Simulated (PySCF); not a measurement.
**Exercise with solution: entropy of an ideal gas**

CBrCl₃, SMILES ClC(Br)(Cl)Cl.

Coordinates come from a PBE0-D3(BJ)/def2-SVP optimisation.

PBE0-D3(BJ)/def2-SVP (PySCF) gives the harmonic wavenumbers 192, 192, 251, 300, 300, 436, 733, 794, 794 cm⁻¹ and the rotational temperatures 0.0820, 0.0548, 0.0548 K. The molar mass is 198.26 g/mol, the symmetry number 3, the spin multiplicity 1.

Question: Work out the entropy at 298.15 K and 1 atm in the rigid-rotor, harmonic-oscillator model.

Answer: 
Translation (Sackur–Tetrode at 1 atm): S = R[1.5 ln M + 2.5 ln T − 1.16487] = 174.7 J/(mol K).
Rotation: q = (√π/σ) T^1.5/√(θA θB θC) = 194000, S = R[ln q + 3/2] = 113.7 J/(mol K).
Vibration: with u = 1.4388 ν/T, each mode gives R[u/(e^u − 1) − ln(1 − e^−u)]:
| ν (cm⁻¹) | modes | u | S (J/(mol K)) |
|---|---|---|---|
| 192 | 2 | 0.93 | 18.48 |
| 251 | 1 | 1.21 | 7.21 |
| 300 | 2 | 1.45 | 11.86 |
| 436 | 1 | 2.10 | 3.51 |
| 733 | 1 | 3.54 | 1.13 |
| 794 | 2 | 3.83 | 1.78 |
These are all the modes. Sum 44.0 J/(mol K).
Spin: R ln 1 = 0.0 J/(mol K).
Total 332.4 J/(mol K); the program's own thermochemistry gives 332.4. Translation makes up 53 % and vibration 13 %. Anharmonicity, hindered rotation and orbital degeneracy are left out.
